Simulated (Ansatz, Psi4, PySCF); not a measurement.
H2Cl2S2Si, singlet, geometry from GFN2-xTB, atoms displaced at random by about 0.08 Å a coordinate. Base run: R2SCAN/STO-3G, gradient (PySCF).

Here is a job for PySCF.
```python
from pyscf import gto, scf, dft

mol = gto.Mole()
mol.atom = '''
    S    -0.047848    1.943391   -0.882221
    Si   -0.012364   -0.029393   -0.031767
    S     1.950140   -0.504185    0.742477
    Cl   -0.652500   -1.360826   -1.293032
    Cl   -1.292203   -0.237235    1.685194
    H     0.200979    2.566547    0.159270
    H     2.561774   -0.269583   -0.389121
'''
mol.basis = 'sto-3g'
mol.charge = 0
mol.spin = 0
mol.verbose = 4
mol.build()

mf = dft.RKS(mol)
mf.xc = 'r2scan'
mf.kernel()
g = mf.nuc_grad_method()
grad = g.kernel()
```

Programs used: Ansatz (an electronic-structure program), Psi4, PySCF; a row that names a program was run with it.

The coordinate followed is y of atom 1.

The base run was repeated with changes; each row names its change, and settings that it needs were set with it.

```
change                                                  dE/dx (Eh/bohr)  net force (Eh/bohr)
------------------------------------------------------  ---------------  -------------------
base                                                           0.055172             0.003730
grids.level = 1; grid_response = off                           0.053847             0.010355
grids.level = 0; grid_response = off                           0.045537             0.027569
grids.level = 5; grid_response = on                            0.054794             0.000000
density fitting = on; auxbasis_response = off                  0.055369             0.003707
code = psi4                                                    0.054161             0.002171
finite difference step (bohr) = 1e-5; conv_tol = 1e-11         0.054794                    -
conv_tol = 1e-4                                                0.055105             0.003738
grid_response = on                                             0.054794             0.000000
grids.level = 1; grid_response = on                            0.054880             0.000000
code = ansatz                                                  0.054782             0.000000
grids.level = 0; grid_response = on                            0.055723             0.000000
```

The net force is zero for an exact gradient.
